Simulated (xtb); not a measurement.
xtb input (GFN2-xTB):

```bash
xtb mol.xyz --gfn 2 --sp --chrg 1 --uhf 0
```
mol.xyz:
```
2

P     -0.00000000    -0.00000000    -0.51471897
O      0.00000000     0.00000000     0.96509806
```

End of the output:

```
         :::::::::::::::::::::::::::::::::::::::::::::::::::::
         ::                     SUMMARY                     ::
         :::::::::::::::::::::::::::::::::::::::::::::::::::::
         :: total energy              -6.085974505361 Eh    ::
         :: gradient norm              0.176405193419 Eh/a0 ::
         :: HOMO-LUMO gap              4.825923502991 eV    ::
         ::.................................................::
         :: SCC energy                -6.111911993254 Eh    ::
         :: -> isotropic ES            0.156986196558 Eh    ::
         :: -> anisotropic ES         -0.006552983790 Eh    ::
         :: -> anisotropic XC          0.000932297718 Eh    ::
         :: -> dispersion             -0.000410551747 Eh    ::
         :: repulsion energy           0.025937487893 Eh    ::
         :: add. restraining           0.000000000000 Eh    ::
         :: total charge               1.000000000000 e     ::
         :::::::::::::::::::::::::::::::::::::::::::::::::::::

           -------------------------------------------------
          |                Property Printout                |
           -------------------------------------------------

    * Orbital Energies and Occupations

         #    Occupation            Energy/Eh            Energy/eV
      -------------------------------------------------------------
         1        2.0000           -1.0118849             -27.5348
         2        2.0000           -0.8829943             -24.0275
         3        2.0000           -0.8075641             -21.9749
         4        2.0000           -0.8075641             -21.9749
         5        2.0000           -0.7880090             -21.4428 (HOMO)
         6                         -0.6106595             -16.6169 (LUMO)
         7                         -0.6106595             -16.6169
         8                         -0.3467014              -9.4342
         9                         -0.2392684              -6.5108
        10                         -0.2392684              -6.5108
        11                         -0.0839125              -2.2834
        12                         -0.0839125              -2.2834
        13                          0.5942275              16.1698
      -------------------------------------------------------------
                  HL-Gap            0.1773494 Eh            4.8259 eV
             Fermi-level           -0.6993343 Eh          -19.0299 eV
Note: The following floating-point exceptions are signalling: IEEE_DENORMAL
normal termination of xtb

     #   Z          covCN         q      C6AA      α(0)
     1  15 P        0.808     1.062   141.276    22.092
     2   8 O        0.808    -0.062    15.978     5.358

 Mol. C6AA /au·bohr⁶  :        247.176168
 Mol. C8AA /au·bohr⁸  :      11155.778824
 Mol. α(0) /au        :         27.450303

Wiberg/Mayer (AO) data.
largest (>0.10) Wiberg bond orders for each atom

 ---------------------------------------------------------------------------
     #   Z sym  total        # sym  WBO       # sym  WBO       # sym  WBO
 ---------------------------------------------------------------------------
     1  15 P    2.669 --     2 O    2.669
     2   8 O    2.669 --     1 P    2.669
 ---------------------------------------------------------------------------

Topologies differ in total number of bonds
Writing topology from bond orders to xtbtopo.mol

molecular dipole:
                 x           y           z       tot (Debye)
 q only:        0.000       0.000      -1.146
   full:       -0.000       0.000      -1.108       2.816
molecular quadrupole (traceless):
                xx          xy          yy          xz          yz          zz
 q only:       -0.399       0.000      -0.399       0.000       0.000       0.799
  q+dip:       -0.476       0.000      -0.476       0.000      -0.000       0.951
   full:        0.657      -0.000       0.657      -0.000      -0.000      -1.313

           -------------------------------------------------
          | TOTAL ENERGY               -6.085974505361 Eh   |
          | GRADIENT NORM               0.176405193419 Eh/α |
          | HOMO-LUMO GAP               4.825923502991 eV   |
           -------------------------------------------------

------------------------------------------------------------------------
------------------------------------------------------------------------
 total:
 SCF:
```

This state (charge 1, singlet) is run at the relaxed geometry of the species with charge 0 and multiplicity 2.
